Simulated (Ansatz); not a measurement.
Energy needed to pull apart C$_{2}$H$_{2}$Se (SMILES C=C=[Se]), closed shell, into free ground-state atoms, from the structure below (displaced at random from a GFN2-xTB minimum); no zero-point or spin–orbit terms; open-shell atoms are treated unrestricted, in their ground-state multiplicity.

C1  (0.443, -0.486, -0.126)
C2  (-0.426, 0.380, 0.129)
Se3  (-1.616, 1.442, 0.599)
H4  (1.154, -0.210, -0.751)
H5  (0.438, -1.364, 0.136)
(Å)

Ansatz 0.2.0; basis: def2-TZVPP; cores frozen in the correlated methods. Filled d shells of the heavier atoms are correlated. The def2 sets are not built for correlating such inner shells, so the correlated values are less sure here. B3LYP uses VWN-RPA correlation.

| method | atomization energy (kcal/mol) |
| --- | --- |
| PBE-D4 | 453.8 |
| r2SCAN-D4 | ? |
| PBE0-D4 | 439.4 |
| B3LYP-D4 | 435.9 |
| HSE06-D4 | 439.9 |
| wB97M-V | 432.4 |
| HF | 288.7 |
| MP2 | 432.6 |
| CCSD | ? |
| CCSD(T) | 419.1 |

Problem. What does CCSD give? (To be estimated.)

Solution. By the calculation: 407.5 kcal/mol, which is about 11.5 kcal/mol less than CCSD(T)/def2-TZVPP.

Problem. What does r2SCAN-D4 give? (Judge from chemistry; the value comes from the calculation.)

Solution. By the calculation: 439.6 kcal/mol, which is about 20.5 kcal/mol more than CCSD(T)/def2-TZVPP.

In triple zeta the MP2 and coupled-cluster atomization energies are still short of their basis limit by a few kcal/mol a bond, whereas those of the functionals are nearly converged, so these differences are not deviations from converged CCSD(T).

T1 diagnostic: at most 0.016. The restricted Hartree–Fock reference is unstable towards an unrestricted one here.

For scale, one of the runs: CCSD(T)/def2-TZVPP forces, 138 basis functions (an equivalent command: `ansatz run in.yaml --threads 4`). The run took 74 s on 4 CPU threads (shared host), with 1.3 GiB of host memory at its peak.
